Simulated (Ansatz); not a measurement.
C3H8Si, triplet, at the geometry of the source list (a higher spin typed on purpose: for a closed-shell molecule this is an excited state); HF/cc-pVDZ in Ansatz (a quantum-chemistry and plane-wave program).

Input for Ansatz:
Ansatz 0.2 input:
```yaml
crystal:
  periodic: [false, false, false]
  atoms:
    - {symbol: C, position_ang: [0.73080000, 0.28530000, 0.78140000]}
    - {symbol: C, position_ang: [0.81290000, -0.81900000, -0.29210000]}
    - {symbol: Si, position_ang: [-0.98180000, -0.45530000, -0.84250000]}
    - {symbol: C, position_ang: [-0.56640000, 0.99130000, 0.33690000]}
    - {symbol: H, position_ang: [1.60120000, 0.94110000, 0.80280000]}
    - {symbol: H, position_ang: [0.61410000, -0.14870000, 1.77440000]}
    - {symbol: H, position_ang: [1.56060000, -0.59170000, -1.05070000]}
    - {symbol: H, position_ang: [1.04610000, -1.80480000, 0.10510000]}
    - {symbol: H, position_ang: [-1.98680000, -1.39520000, -0.34160000]}
    - {symbol: H, position_ang: [-1.21750000, -0.14490000, -2.25260000]}
    - {symbol: H, position_ang: [-0.36160000, 1.93100000, -0.17410000]}
    - {symbol: H, position_ang: [-1.25170000, 1.21090000, 1.15310000]}
basis:
  gaussian:
    orbitals: cc-pVDZ
hamiltonian:
  xc: hf
magnetization: {spin_polarized: true, initial_magnetization: 2}
```

The log (banner, timings and long lists left out):

```
Functional definition: HF
920 factors; integrals over basis functions are off by at most 1.1e-3 eV
mean field evaluation 1: about -11069.2858 eV, gradient 1.8e1 eV
mean field evaluation 2: about -11069.4204 eV, gradient 1.8e1 eV
mean field evaluation 4: about -11071.9201 eV, gradient 2.9e0 eV
mean field evaluation 8: about -11072.0650 eV, gradient 9.1e-1 eV
mean field evaluation 16: about -11073.0023 eV, gradient 1.2e-2 eV
mean field evaluation 32: about -11069.6490 eV, gradient 1.9e1 eV
mean field evaluation 64: about -11073.0021 eV, gradient 6.4e-2 eV
mean field evaluation 96: about -11071.1126 eV, gradient 4.0e0 eV
mean field evaluation 128: about -11070.3049 eV, gradient 9.6e0 eV
mean field evaluation 160: about -11072.9009 eV, gradient 2.5e-1 eV
mean field evaluation 192: about -11072.8960 eV, gradient 3.6e-1 eV
mean field evaluation 224: about -11069.7118 eV, gradient 1.2e1 eV
mean field evaluation 256: about -11071.3642 eV, gradient 4.8e-1 eV
mean field evaluation 288: about -11071.3923 eV, gradient 7.2e0 eV
mean field -11073.00231745 eV, -406.9253296157 hartree, gradient 1.4e-5 eV, S^2 2.020393; 6 other end points of the search recorded, 0 dependent functions left out
reference -11073.00231745 eV, -406.9253296157 hartree; 21, 19 occupied and 79, 81 virtual orbitals, 920 factors
Total energy: -11073.00231745 eV, -406.9253296157 hartree
```
